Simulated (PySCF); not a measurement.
Species: triethylarsine, C₆H₁₅As.
Structure used (PBE0-D3(BJ)/def2-SVP), in Å, numbered top down from 1:
```xyz
22
C6H15As angstrom
C     -1.8338    1.8304    0.1379
C     -0.3740    1.6844   -0.2595
As     0.5551    0.1883    0.6403
C     -0.3366   -1.3135   -0.2955
C     -1.4818   -1.9302    0.4932
C      2.1751    0.2491   -0.4920
C      3.2019   -0.8086   -0.1233
H     -2.2890    2.7194   -0.3277
H     -1.9492    1.9319    1.2288
H     -2.4300    0.9597   -0.1770
H     -0.2723    1.5498   -1.3498
H      0.1902    2.5940    0.0058
H     -0.6706   -0.9615   -1.2863
H      0.4473   -2.0678   -0.4753
H     -1.1373   -2.3024    1.4707
H     -2.2854   -1.2038    0.6907
H     -1.9321   -2.7787   -0.0474
H      1.8668    0.1559   -1.5472
H      2.5987    1.2597   -0.3707
H      3.5296   -0.7043    0.9230
H      4.0975   -0.7402   -0.7617
H      2.7996   -1.8279   -0.2395
```

Computed with PySCF 2.14.0, density-fitted response routines, TDDFT wB97X-D/def2-SVPD, vertical, gas phase, core orbitals frozen in the response. The wB97X-D/def2-SVPD calculation is non-relativistic and has no spin–orbit coupling, an omission that weighs most on arsenic.

Computed states:

```json
{"state": "S1", "E (eV)": "6.23", "f": "0.138"}
{"state": "S2", "E (eV)": "6.37", "f": "0.139"}
{"state": "S3", "E (eV)": "6.85", "f": "0.0067"}
{"state": "S4", "E (eV)": "7.20", "f": "0.291"}
{"state": "S5", "E (eV)": "7.64", "f": "0.0080"}
{"state": "S6", "E (eV)": "7.73", "f": "0.0065"}
{"state": "S7", "E (eV)": "7.85", "f": "0.0025"}
{"state": "S8", "E (eV)": "8.02", "f": "0.027"}
{"state": "S9", "E (eV)": "8.04", "f": "0.021"}
{"state": "S10", "E (eV)": "8.11", "f": "0.025"}
```

Each state is given a Gaussian of 0.5 eV full width at half maximum, with ε(max) = 2.175×10⁸ f / Δν̃ (Δν̃ the width in cm⁻¹). The width is an assumption, not a result. The curve ends short of the highest state used, and states not computed would add to its high-energy end.

Task: Give the broadened spectrum and its maxima.

Result: 
(λ (nm), ε (L mol⁻¹ cm⁻¹)): (165.0, 6192), (166.8, 9280), (168.5, 12391), (170.3, 14933), (172.0, 15873), (173.8, 15060), (175.5, 12923), (177.3, 9975), (179.0, 7287), (180.8, 5124), (182.5, 3998), (184.2, 3823), (186.0, 4594), (187.7, 6058), (189.5, 8115), (191.2, 10210), (193.0, 12200), (194.7, 13538), (196.5, 14142), (198.2, 13871), (200.0, 12786), (201.7, 11206), (203.5, 9220), (205.2, 7295), (207.0, 5413), (208.7, 3903), (210.5, 2636), (212.2, 1746), (214.0, 1082), (215.7, 664), (217.5, 381), (219.2, 217), (221.0, 116), (222.7, 62), (224.5, 31), (226.2, 16)

Maxima: 197 nm (6.30 eV), ε about 14000, made up of S1 (50%) and S2 (50%); 172 nm (7.20 eV), ε about 16000, made up of S4 (99%) (ε in L mol⁻¹ cm⁻¹; maxima over ε = 5, shares over 10%).

Task: Coming from long wavelengths, where does ε first pass 100 L mol⁻¹ cm⁻¹?

Result: At about 221 nm (5.60 eV), 0.63 eV below S1.

Task: What would ε be at 7.20 eV, the highest of these maxima, with half the width (0.25 eV)?

Result: About 31400 L mol⁻¹ cm⁻¹ against 15900, a factor of about 1.98; a lone state at its own centre would give exactly 2.

Task: On this curve, what absorbance would a 10⁻⁴ mol/L sample give at 222 nm over a 1 cm path?

Result: 222 nm is 5.585 eV, where ε is about 81 L mol⁻¹ cm⁻¹, so A = ε c l ≈ 0.0081 (Beer–Lambert, with the gas-phase spectrum and the assumed width).

The vertical ionisation energy (ΔSCF) is 8.29 eV, 0.18 eV above S10.

One conformer stands for the species.
